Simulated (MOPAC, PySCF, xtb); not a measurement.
Pair of molecules: CH2O (SMILES C=O) (first 4 atoms) with C2H3N (SMILES CC#N); geometry from B3LYP-D3(BJ)/def2-TZVP, rigid monomers moved along the line of their centres of mass till O2···H10 is 2.81 Å.
(charge 0, multiplicity 1):
```
atom    x (Å)    y (Å)   z (Å)
----  -------  -------  ------
C     -0.4693  -0.4553  0.1650
O      0.6649  -0.0557  0.1357
H     -0.7102  -1.5294  0.2560
H     -1.3338   0.2294  0.1021
C      1.2070   0.4424  3.7221
C     -0.1577  -0.0455  3.6368
N     -1.2346  -0.4341  3.5266
H      1.2273   1.4299  4.1833
H      1.8157  -0.2394  4.3162
H      1.6206   0.5077  2.7142
```

Monomers are frozen at their geometry in the pair; levels with a basis set take the counterpoise correction. Rows marked so take none.

Rows in 3-21G carry no dispersion term and start afresh at each structure. The state that AM1 reach isn't checked.

The values were computed with MOPAC for AM1 (differences of heats of formation); PySCF for 3-21G rows; xtb for the GFN methods. Each number belongs to the level named beside it.

One of these levels gives -3.24 kcal/mol for the interaction energy. Which one is it?
A. GFN-FF
B. GFN2-xTB
C. AM1
D. HF/3-21G (no counterpoise)

B, GFN2-xTB. The others give -3.56 (GFN-FF), -0.82 (AM1), -3.92 (HF/3-21G (no counterpoise))
